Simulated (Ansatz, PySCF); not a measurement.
Gas-phase reaction (SMILES): CC[Si](F)(F)F + C (CH4) + 3 [SiH4] (SiH4) → CC (C2H6) + C[SiH3] + 3 F[SiH3]; bond separation energy.

Each molecule is optimised on its own at B3LYP-D3(BJ)/def2-TZVP (Ansatz, a quantum-chemistry and plane-wave program), one conformer each, not searched for the lowest. Correlated levels leave the core frozen unless marked. No spin-orbit coupling. No relativistic terms. CBS marks a two-point X^-3 extrapolation of the correlation energy; Hartree-Fock from the larger set. [CCSD(T)-MP2]/basis is that difference in the basis named. Thermal terms are rigid-rotor harmonic-oscillator values from B3LYP-D3(BJ) frequencies (Ansatz or PySCF) at 298.15 K and 1 atm. 1 Eh = 627.5095 kcal/mol.

```tsv
species	E, RI-MP2/CBS(cc-pV(T+d)Z,cc-pV(Q+d)Z)+[CCSD(T)-MP2]/cc-pV(T+d)Z (Ansatz) (Eh)	E, PBE/def2-TZVPD (Ansatz) (Eh)	H - E (Eh)	G - E (Eh)
CC[Si](F)(F)F	-667.79492	-668.09984	0.08345	0.04293
C (CH4)	-40.46125	-40.46301	0.04840	0.02728
CC (C2H6)	-79.71807	-79.73096	0.07887	0.05302
C[SiH3]	-330.73641	-331.00719	0.06602	0.03705
F[SiH3]	-390.71877	-390.98663	0.03157	0.00450
[SiH4] (SiH4)	-291.46100	-291.72111	0.03520	0.01198
```

Task: Work out ΔE and ΔH, ΔG, ΔS and the equilibrium constant at 298.15 K at the first level, then ΔH at the second.

Result: 
1. ΔE = [(-79.71807) + (-330.73641) + 3×(-390.71877)] - [(-667.79492) + (-40.46125) + 3×(-291.46100)] = 0.02838 Eh = 17.8 kcal/mol at RI-MP2/CBS(cc-pV(T+d)Z,cc-pV(Q+d)Z)+[CCSD(T)-MP2]/cc-pV(T+d)Z.
2. The terms H - E add up to 0.00215 Eh, so ΔH = (0.02838 + (0.00215))×627.5095 = 19.2 kcal/mol.
3. The terms G - E add up to -0.00258 Eh, so ΔG = 16.2 kcal/mol, and ΔS = (0.00215 - (-0.00258))×627509.5/298.15 = 10.0 cal/(mol K).
4. log10 K = -ΔG/(RT ln 10) = -11.9, with RT ln 10 = 1.3642 kcal/mol.
5. At PBE/def2-TZVPD the same steps give ΔE = 17.7 and ΔH = 19.0 kcal/mol, a shift of -0.2 from the first level.
6. These values are not checked against measurement here, since the tables used lack a sound gas-phase enthalpy of formation for at least one species.
